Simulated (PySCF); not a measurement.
Simulated outer-valence photoelectron spectrum of `C[O][GeH2][C]#N`. The calculation used EOM-IP-CCSD/aug-cc-pVDZ in PySCF, restricted Hartree–Fock reference, 13 core orbitals frozen, non-relativistic, gas phase, PBE0-D3(BJ)/def2-SVP geometry.

Each root has a Gaussian of 0.8 eV full width with its one-hole share as area; cross sections and vibrations are left out, and the highest printed point is 100.

```csv
ionisation energy (eV),intensity
9.6,0
9.8,1
10.0,3
10.2,9
10.4,20
10.6,33
10.8,41
11.0,41
11.2,40
11.4,41
11.6,40
11.8,32
12.0,25
12.2,33
12.4,57
12.6,86
12.8,100
13.0,92
13.2,71
13.4,53
13.6,46
13.8,42
14.0,34
14.2,29
14.4,31
14.6,37
14.8,37
15.0,29
15.2,23
15.4,26
15.6,35
15.8,37
16.0,29
16.2,16
16.4,6
16.6,2
16.8,0
```

**Question.** Where are the maxima, and how many lines lie under the curve?

**Answer.** 5 maxima, at 10.9, 11.5, 12.8, 14.7 and 15.7 eV, from 8 lines. At this width some lines have no maximum of their own.

**Question.** List the lines with their holes.

**Answer.** 
| E (eV) | leading hole (HF orbital) | area | Koopmans (eV) |
| --- | --- | --- | --- |
| 10.78 | HOMO | 0.95 | 12.46 |
| 11.55 | HOMO-1 | 0.95 | 12.78 |
| 12.63 | HOMO-2 | 0.95 | 12.96 |
| 12.79 | HOMO-5 | 0.93 | 14.75 |
| 13.04 | HOMO-3 | 0.95 | 13.31 |
| 13.76 | HOMO-4 | 0.95 | 14.36 |
| 14.71 | HOMO-6 | 0.93 | 16.25 |
| 15.75 | HOMO-7 | 0.94 | 17.23 |

The widest gap, 1.08 eV, lies between 11.55 and 12.63 eV. Only orbitals with −ε under 21 eV, eight at most, were ionised, so the high end of the curve may lack lines.

Shape of the structure used: `[CH3:1][O:2][GeH2:3][C:4]#[N:5]`: C1–O2–Ge3–C4 58°.

One conformer stands for the species.
